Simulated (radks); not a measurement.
Problem. The strontium ion Sr+, 37 electrons, occupied as [Kr] 5s1. All-electron calculation, Dirac Kohn-Sham, PBEsol, spin-unpolarised, spherical densities, finite nucleus; Fermi nuclear charge, rms radius 4.224 fm. Program: a radial shooting solver on a logarithmic mesh with Libxc functionals. Some entries of the table are withheld. Estimate them.

orbital  occ.  eigenvalue (eV)  <r> (bohr)
1s1/2       2        -15925.98     0.03918
2s1/2       2              (1)      0.1723
2p1/2       2        -1968.389         (2)
2p3/2       4        -1900.055         (3)
3s1/2       2        -339.5406      0.4923
3p1/2       2              (4)      0.4916
3p3/2       4              (5)      0.5021
3d3/2       4        -135.4582      0.4963
3d5/2       6        -133.6277      0.5000
4s1/2       2         -47.2067       1.355
4p1/2       2         -29.9055         (6)
4p3/2       4         -28.7312         (7)
5s1/2       1          -8.3405         (8)

Solution. 
(1) 2s1/2 eigenvalue (eV): -2161.813
(2) 2p1/2 <r> (bohr): 0.1475
(3) 2p3/2 <r> (bohr): 0.1517
(4) 3p1/2 eigenvalue (eV): -269.3165
(5) 3p3/2 eigenvalue (eV): -258.8319
(6) 4p1/2 <r> (bohr): 1.539
(7) 4p3/2 <r> (bohr): 1.572
(8) 5s1/2 <r> (bohr): 3.890
